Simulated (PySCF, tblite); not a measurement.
Isomers of C5H12F2N2Si, one GFN2-xTB conformer each. Single-point energies are computed at PBE0/pcSseg-1 (PySCF, gas phase, no added dispersion term), electronic only.

```
                 SMILES  GFN2-xTB relative energy (kcal/mol)
FCC[C@@]1(CF)CN[SiH2]N1                                  0.0
   CN1CC[Si@]1(N)CC(F)F                                 23.4
```

Conformers: `[F:1][CH2:2][CH2:3][C@@:4]1([CH2:5][F:6])[CH2:7][NH:8][SiH2:9][NH:10]1` with F1–C2–C3–C4 -62°, C2–C3–C4–C5 -57°, C3–C4–C5–F6 -55°, C3–C4–C7–N8 154°, C4–C7–N8–Si9 -31°, C7–N8–Si9–N10 13°, N8–Si9–N10–C4 10°; `[CH3:1][N:2]1[CH2:3][CH2:4][Si@:5]1([NH2:6])[CH2:7][CH:8]([F:9])[F:10]` with C4–Si5–N6–H -167° and 44°, C4–Si5–C7–C8 -147°, Si5–C7–C8–F9 -56°.

Problem. What does PBE0/pcSseg-1 give for the same structures?

Solution. 
```json
{"SMILES": "CN1CC[Si@]1(N)CC(F)F", "PBE0/pcSseg-1 E (Eh)": "-795.75429", "PBE0/pcSseg-1 (kcal/mol)": "0.0", "GFN2-xTB (kcal/mol)": "23.4", "point group": "C1"}
{"SMILES": "FCC[C@@]1(CF)CN[SiH2]N1", "PBE0/pcSseg-1 E (Eh)": "-795.72740", "PBE0/pcSseg-1 (kcal/mol)": "16.9", "GFN2-xTB (kcal/mol)": "0.0", "point group": "C1"}
```

GFN2-xTB puts FCC[C@@]1(CF)CN[SiH2]N1 lowest instead. As drawn, the lower has a four-membered ring, two fluorines on one carbon and an Si–C bond, which the higher lacks.

Problem. Which frontier levels, dipoles and rotational constants go with these structures?

Solution. 
```tsv
SMILES	HOMO (eV, PBE0/pcSseg-1)	LUMO (eV)	dipole (D)	A, B, C (MHz)
CN1CC[Si@]1(N)CC(F)F	-6.18	0.97	1.95	1755, 706.8, 649.2
FCC[C@@]1(CF)CN[SiH2]N1	-6.67	0.57	0.39	1648, 826.5, 665.6
```

Problem. What happens when harmonic zero-point energies from GFN2-xTB frequencies are added?

Solution. 
| SMILES | ZPE (kcal/mol) | electronic (kcal/mol) | with ZPE (kcal/mol) |
| --- | --- | --- | --- |
| CN1CC[Si@]1(N)CC(F)F | 108.7 | 0.0 | 0.0 |
| FCC[C@@]1(CF)CN[SiH2]N1 | 107.5 | 16.9 | 15.8 |

The zero-point energies span 1.2 kcal/mol. The order is unchanged.
